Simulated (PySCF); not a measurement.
**Computed NMR parameters against published values**

Molfile (atoms numbered from 1):
```
H12Si5
     RDKit          3D

 17 16  0  0  0  0  0  0  0  0999 V2000
    2.2968    0.9203   -0.9328 Si  0  0  0  0  0  4  0  0  0  0  0  0
    1.6839   -0.9943    0.2745 Si  0  0  0  0  0  4  0  0  0  0  0  0
    0.0401   -0.4051    1.8459 Si  0  0  0  0  0  4  0  0  0  0  0  0
   -2.0587   -0.5631    0.8114 Si  0  0  0  0  0  4  0  0  0  0  0  0
   -2.0566    0.5497   -1.2538 Si  0  0  0  0  0  4  0  0  0  0  0  0
    1.1102    1.5241   -1.6109 H   0  0  0  0  0  0  0  0  0  0  0  0
    3.3327    0.6064   -1.9644 H   0  0  0  0  0  0  0  0  0  0  0  0
    2.8562    1.9246    0.0239 H   0  0  0  0  0  0  0  0  0  0  0  0
    2.9026   -1.5340    0.9564 H   0  0  0  0  0  0  0  0  0  0  0  0
    1.1438   -2.0478   -0.6420 H   0  0  0  0  0  0  0  0  0  0  0  0
    0.2806    0.9998    2.3047 H   0  0  0  0  0  0  0  0  0  0  0  0
    0.0886   -1.3102    3.0375 H   0  0  0  0  0  0  0  0  0  0  0  0
   -2.3478   -2.0124    0.5685 H   0  0  0  0  0  0  0  0  0  0  0  0
   -3.1332   -0.0030    1.6907 H   0  0  0  0  0  0  0  0  0  0  0  0
   -1.1216   -0.1447   -2.1920 H   0  0  0  0  0  0  0  0  0  0  0  0
   -3.4264    0.5491   -1.8528 H   0  0  0  0  0  0  0  0  0  0  0  0
   -1.6053    1.9646   -1.0845 H   0  0  0  0  0  0  0  0  0  0  0  0
  1  2  1  0
  2  3  1  0
  3  4  1  0
  4  5  1  0
  1  6  1  0
  1  7  1  0
  1  8  1  0
  2  9  1  0
  2 10  1  0
  3 11  1  0
  3 12  1  0
  4 13  1  0
  4 14  1  0
  5 15  1  0
  5 16  1  0
  5 17  1  0
M  END
```

Measured values that the calculation should reproduce: δ 29Si Si1/Si5 -98.4; Si3 -107.3; Si2/Si4 -111.5 ppm (measured; C. Corminboeuf, T. Heine, J. Weber, Chem. Phys. Lett. 357 (2002) 1).

PySCF calculation with shieldings: GIAO PBE0/pcSseg-1 and PBE0-D3(BJ)/def2-SVP structure; relativity neglected, one computed conformer, one averaged value for each set of equivalent atoms, no solvent.

Problem. What does the calculation give, and how does it compare?

Solution. 
Reference values: measured (C. Corminboeuf, T. Heine, J. Weber, Chem. Phys. Lett. 357 (2002) 1).
| atoms | quantity | reference | computed | computed, scaled |
| --- | --- | --- | --- | --- |
| Si1/Si5 | δ 29Si vs TMS | -98.4 | -102.3 | -98.9 |
| Si3 | δ 29Si vs TMS | -107.3 | -113.7 | -108.4 |
| Si2/Si4 | δ 29Si vs TMS | -111.5 | -115.6 | -109.9 |

Computed shifts are σ(ref) − σ with the named reference compound (TMS for H and C) calculated as an isolated molecule at the same level. The measured values may be among those fitted. Shieldings were converted by a linear fit to measured shifts: 29Si: δ = 280.74 − 0.836σ (rms 8.9 ppm, 83 shifts, 23.9 ppm with the 6 outliers that the fit left out vs TMS, solution or neat liquid). A few per cent of atoms miss by over 2 rms, more outside the fitted compound classes.

Problem. How far are the unscaled 29Si shifts from the references?

Solution. Mean signed difference -4.80 ppm, mean absolute 4.80 ppm over 3 comparisons; the largest is -6.4 ppm at Si3 (silicon bonded to 2 Si, 2 H).
